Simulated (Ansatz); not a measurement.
PBE exchange is replaced step by step with exact exchange (0 % is PBE, 25 % PBE0; no dispersion term), basis def2-TZVP, Ansatz. System: GeCl2. Total charge 0; singlet. Geometry: PBE-D4/def2-TZVP.

Geometry of the singlet:

Cartesian coordinates in Å:
```
Ge 0.1320 0.5640 0.7399
Cl -1.6612 0.2770 -0.5114
Cl 1.5292 -0.8410 -0.2285
```

```csv
exact exchange (%),HOMO (eV),LUMO (eV),gap (eV)
0,-7.05,-3.86,3.18
5,-7.27,-3.72,3.55
10,-7.49,-3.58,3.91
15,-7.72,-3.44,4.28
25,-8.17,-3.15,5.01
35,-8.61,-2.86,5.75
50,-9.29,-2.42,6.87
```
